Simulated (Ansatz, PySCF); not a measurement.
Molecule: CH$_{4}$BO, net charge 0, doublet state. It need not be the lowest isomer of its formula. 
Coordinates optimised at B3LYP-D3(BJ)/def2-TZVP (Ansatz, a quantum-chemistry and plane-wave program):
```
C
H 1 1.0930
H 1 1.0930 2 106.17
H 1 1.0989 2 108.31 3 116.14
B 1 1.5619 2 110.36 3 -119.61
O 5 1.3361 1 128.25 2 -121.48
H 6 0.9726 5 116.14 1 0.00
```
Charge 0, spin multiplicity 2.

Wanted: atomisation energy (electronic, to ground-state atoms), in kcal/mol. Valence correlation only, unless marked. UHF or UKS for open shells. Spin-orbit coupling is left out. Non-relativistic. The coupled-cluster limit lacks core correlation, which all-electron functionals hold. CBS marks a two-point X^-3 extrapolation of the correlation energy; Hartree-Fock from the larger set. [CCSD(T)-MP2]/basis is that difference in the basis named.

```
level                                                     program  atomisation energy (kcal/mol)  minus last row
-------------------------------------------------  --------------  -----------------------------  --------------
HF/6-31G                                                   Ansatz                          442.7          -187.0
SVWN5/def2-TZVPD                                           Ansatz                          723.6            93.9
PBE/def2-TZVPD                                             Ansatz                          645.2            15.5
BLYP/def2-TZVPD                                            Ansatz                          628.8            -0.9
TPSS-D3(BJ)/def2-TZVPD                              PySCF + dftd3                          635.3             5.6
B97M-V/def2-TZVPD                                          Ansatz                          633.2             3.5
PBE0-D3(BJ)/def2-TZVPD                             Ansatz + dftd3                          635.3             5.6
PBE0-D4/def2-TZVP                                  Ansatz + dftd4                          634.7             5.0
TPSSh-D4/def2-TZVPD                                 PySCF + dftd4                          632.5             2.8
PW6B95-D4/def2-TZVPD                                PySCF + dftd4                          633.0             3.3
MN15/def2-TZVPD                                             PySCF                          635.8             6.1
CAM-B3LYP-D3(BJ)/def2-TZVPD                        Ansatz + dftd3                          636.2             6.5
wB97X-V/def2-TZVPD                                         Ansatz                          629.5            -0.2
B2GP-PLYP/def2-TZVPD                                       Ansatz                          623.6            -6.1
MP2/6-31G                                                  Ansatz                          539.6           -90.1
MP2/6-31G*                                                 Ansatz                          585.3           -44.4
MP2/cc-pVTZ                                                Ansatz                          627.6            -2.1
SCS-MP2/cc-pVDZ                                            Ansatz                          587.8           -41.9
CCSD/cc-pVDZ                                               Ansatz                          576.8           -52.9
RI-MP2/CBS(cc-pVTZ,cc-pVQZ)+[CCSD(T)-MP2]/cc-pVDZ          Ansatz                          630.1             0.4
RI-MP2/CBS(cc-pVTZ,cc-pVQZ)+[CCSD(T)-MP2]/cc-pVTZ          Ansatz                          629.7             0.0
```
